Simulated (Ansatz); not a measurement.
C3H7N, SMILES `C/C=C\N` (charge 0, multiplicity 1).

Level of theory: BLYP/cc-pVTZ // PBE0-D3(BJ)/def2-TZVP (Ansatz, a first-principles code).

Ansatz 0.2 input:
```yaml
crystal:
  periodic: [false, false, false]
  atoms:
    - { symbol: C, position_ang: [-1.341257, -0.418787, -0.330177] }
    - { symbol: C, position_ang: [-0.526314, 0.561981, 0.446562] }
    - { symbol: C, position_ang: [0.806264, 0.632281, 0.433796] }
    - { symbol: N, position_ang: [1.668026, -0.128611, -0.34004] }
    - { symbol: H, position_ang: [-1.634737, -0.030348, -1.312475] }
    - { symbol: H, position_ang: [-2.261476, -0.673416, 0.200369] }
    - { symbol: H, position_ang: [-0.805457, -1.357674, -0.50537] }
    - { symbol: H, position_ang: [-1.052881, 1.292402, 1.049013] }
    - { symbol: H, position_ang: [1.307999, 1.386704, 1.031306] }
    - { symbol: H, position_ang: [1.269125, -0.96199, -0.743092] }
    - { symbol: H, position_ang: [2.570708, -0.302544, 0.070108] }
basis:
  gaussian: { orbitals: cc-pVTZ }
hamiltonian:
  xc: blyp
```

Output:

```
Functional definition: BLYP
1087 factors; their error is unknown
mean field evaluation 1: about -4698.1412 eV, gradient 8.5e1 eV
mean field evaluation 2: about -4667.5400 eV, gradient 1.4e2 eV
mean field evaluation 4: about -4714.1494 eV, gradient 6.7e0 eV
mean field evaluation 8: about -4714.2465 eV, gradient 8.1e-2 eV
mean field evaluation 16: about -4714.2200 eV, gradient 1.1e-4 eV
mean field -4714.21998235 eV, -173.2443889384 hartree, gradient 3.2e-5 eV, S^2 0.000000; 0 other end points of the search recorded, 0 dependent functions left out
reference -4714.22032164 eV, -173.2444014070 hartree; 16, 16 occupied and 202, 202 virtual orbitals, 1087 factors
Total energy: -4714.22032164 eV, -173.2444014070 hartree
```
